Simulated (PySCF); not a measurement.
CH7Si2, SMILES C([SiH3])[SiH2], multiplicity 2. Geometry: B3LYP-D3(BJ)/def2-SVP. The isomer is the one that the SMILES or the coordinates give; other isomers of the formula were not compared.

The numbers are results of B3LYP-D3(BJ)/def2-SVP (PySCF), not measurements.

Harmonic wavenumbers (cm⁻¹): 95, 141, 174, 465, 542, 571, 592, 755, 762, 811, 920, 949, 955, 959, 1006, 1072, 1374, 2170, 2194, 2216, 2221, 2223, 3020, 3088. Rotational constants (GHz): 20.37, 2.903, 2.700; symmetry number 1.

Q: Work out the zero-point energy and the ideal-gas rigid-rotor harmonic-oscillator thermochemistry at 298.15 K and 1 atm.

A: ZPE = ½ Σ hcν = ½ × 29273 cm⁻¹ = 175.09 kJ/mol. H − E(el) = 193.69 kJ/mol. Entropy in J/(mol K): translation 162.63, rotation 105.07, vibration 51.75, spin 5.76, total 325.22. G − E(el) = 96.73 kJ/mol. Cp = 96.12 J/(mol K). Modes under 150 cm⁻¹ make the vibrational entropy uncertain.
